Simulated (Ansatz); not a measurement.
(1) Predict a relaxed structure of RbF2⁻ (the lowest singlet isomer of a short search), charge -1, singlet, at r2SCAN-D4/def2-TZVPD (Ansatz).

## Answers

(1) 
```xyz
3

Rb   -0.001    0.000    0.000
F    -0.777   -1.196   -2.120
F     0.779    1.196    2.120
```
Point group D∞h (tolerance 0.1 Å). This is one stationary point.

In the def2 sets Rb takes a core potential; there is no spin–orbit coupling. The structure comes from a short search, and lower isomers may exist.
